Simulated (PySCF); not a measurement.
A structure optimised at r2SCAN-D4/def2-SVP, used in a PySCF frequency run:

```
Al
F 1 1.6536
F 1 1.6551 2 118.86
Se 1 2.2834 2 120.31 3 180.00
H 4 1.4730 1 89.89 2 180.00
```

### Question
Write its SMILES, formula and point group.

### Answer
[F][Al]([F])[SeH], AlF2HSe, Cs

### Question
What are its rotational constants (standard atomic weights)?

### Answer
6.3768, 1.7589, 1.3787 GHz
